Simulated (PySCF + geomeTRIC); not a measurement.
The multiplicity is imposed and other spin states were not computed.

Method: TPSS-D3(BJ)/def2-SVP (PySCF + geomeTRIC). fastk is a local helper that only speeds up exchange builds. No frequencies were computed at this level.

```python
import json, numpy as np
from pyscf import gto, dft
from fastk import lowrank_exchange
atoms = """
Zr     0.000001    -0.000001     0.000001
F      0.655648     1.610520     0.612226
F      0.532233    -1.574760     0.797076
F     -1.187880    -0.035760    -1.409302
"""
def scf(charge, spin, dm0=None):
    mol = gto.M(atom=atoms, basis='def2-svp', ecp={'Zr': 'def2-svp'}, charge=charge, spin=spin, verbose=3, max_memory=3780)
    mf = dft.KS(mol, xc='tpss').density_fit(auxbasis="def2-universal-jkfit")
    mf.disp = 'd3bj'
    mf.grids.level = 3
    mf.conv_tol = 1e-8
    mf.max_cycle = 120
    mf.level_shift = 0.25
    mf.kernel(dm0)
    if not mf.converged:
        mf = mf.newton().run(mf.mo_coeff, mf.mo_occ).undo_soscf()
    return mf
mf = scf(0, 1)
lowrank_exchange(mf)  # same exchange matrices as the stock routine, built faster for response steps
mo, _, stable, _ = mf.stability(return_status=True)
if not stable:
    mf.kernel(mf.make_rdm1(mo, mf.mo_occ))
del mf.get_jk
from pyscf.geomopt.geometric_solver import kernel as optimize
path = []
done, mol = optimize(mf, maxsteps=120, assert_convergence=False, callback=lambda env: path.append((env["energy"], bool(env["g_scanner"].converged))))
res = dict(converged=bool(done and path[-1][1]), energy=path[-1][0], path=[e for e, c in path], xyz=mol.atom_coords(unit="Angstrom").tolist(), nao=mol.nao)
json.dump(res, open("result.json", "w"))
```

Output:

```
converged SCF energy = -346.575201710371  <S^2> = 0.75125906  2S+1 = 2.0012587
<class 'pyscf.df.df_jk.DFUKS'> wavefunction is stable in the internal stability analysis
Geometry optimization cycle 1
converged SCF energy = -346.575201706537  <S^2> = 0.75125921  2S+1 = 2.0012588
cycle 1: E = -346.575201707  dE = -346.575  norm(grad) = 0.0818112
Geometry optimization cycle 2
converged SCF energy = -346.581746284562  <S^2> = 0.75153189  2S+1 = 2.0015313
cycle 2: E = -346.581746285  dE = -0.00654458  norm(grad) = 0.0345316
Geometry optimization cycle 3
converged SCF energy = -346.583956711727  <S^2> = 0.75144442  2S+1 = 2.0014439
cycle 3: E = -346.583956712  dE = -0.00221043  norm(grad) = 0.00612728
Geometry optimization cycle 4
converged SCF energy = -346.584025349733  <S^2> = 0.75142641  2S+1 = 2.0014259
cycle 4: E = -346.58402535  dE = -6.8638e-05  norm(grad) = 0.000632767
Geometry optimization cycle 5
converged SCF energy = -346.584026135093  <S^2> = 0.75142783  2S+1 = 2.0014273
cycle 5: E = -346.584026135  dE = -7.8536e-07  norm(grad) = 0.00014433
<class 'geometric.internal.Distance'> : 3
<class 'geometric.internal.Angle'> : 2
<class 'geometric.internal.OutOfPlane'> : 1
<class 'geometric.internal.TranslationX'> : 1
<class 'geometric.internal.TranslationY'> : 1
<class 'geometric.internal.TranslationZ'> : 1
<class 'geometric.internal.RotationA'> : 1
<class 'geometric.internal.RotationB'> : 1
<class 'geometric.internal.RotationC'> : 1
Step    0 : Gradient = 4.091e-02/4.731e-02 (rms/max) Energy = -346.5752017065
Step    1 : Displace = 9.424e-02/1.089e-01 (rms/max) Trust = 1.000e-01 (=) Grad = 1.727e-02/1.997e-02 (rms/max) E (change) = -346.5817462846 (-6.545e-03) Quality = 0.449
Step    2 : Displace = 2.798e-02/3.234e-02 (rms/max) Trust = 1.000e-01 (=) Grad = 3.064e-03/3.554e-03 (rms/max) E (change) = -346.5839567117 (-2.210e-03) Quality = 1.211
Step    3 : Displace = 6.043e-03/7.034e-03 (rms/max) Trust = 1.414e-01 (+) Grad = 3.164e-04/3.800e-04 (rms/max) E (change) = -346.5840253497 (-6.864e-05) Quality = 0.974
Step    4 : Displace = 5.153e-04/6.480e-04 (rms/max) Trust = 2.000e-01 (+) Grad = 7.216e-05/9.627e-05 (rms/max) E (change) = -346.5840261351 (-7.854e-07) Quality = 0.723
Converged! =D
```

Cost: roughly 3 core-minutes.
